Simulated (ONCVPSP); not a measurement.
## Configuration tests for Be (Z = 4) (ONCV)

- Element: Be
- Generator: ONCVPSP 4.0.1
- Type: optimised norm-conserving Vanderbilt (ONCV)
- Functional: LDA (Perdew-Zunger)
- Relativity: scalar-relativistic
- Frozen core: none
- Valence charge: 4
- Reference configuration: 1s2 2s2
- Partial waves: 1s+2s: rc 0.90 bohr, ncon 4, nbas 7, qcut 12.6 1/bohr, 2 projectors; p scattering state at 0.38 Ha: rc 0.85 bohr, ncon 3, nbas 6, qcut 11.4 1/bohr, 2 projectors, debl 3.8 Ha; d scattering state at 0.45 Ha: rc 0.80 bohr, ncon 4, nbas 7, qcut 11.4 1/bohr, 2 projectors, debl 3.8 Ha
- Local potential: polynomial inside 0.55 bohr (lpopt 5, dvloc0 4 Ha)
- Core correction: none

Energies are relative to the spin-unpolarised reference configuration 1s2 2s2; without spin polarisation the order of configurations can differ from experiment.

```tsv
valence configuration	charge	ΔE all-electron (eV)	error AE − PS (meV)
1s2 2s0	+2	27.298	+4.5
1s2 2s1.5	+0.5	3.752	+0.1
```

(1) What are ΔE and the potential's error for 1s1 2s2?

(2) What are ΔE and the potential's error for 1s2 2s1?

Levels in the configuration 1s2 2s0:

```csv
level,all-electron (eV),pseudo (eV)
1s,-130.794,-130.643
```

## Answers

(1) ΔE = 126.721 eV all-electron; the error (AE − PS) is +1551 meV.

(2) ΔE = 9.520 eV all-electron; the error (AE − PS) is +0.6 meV.
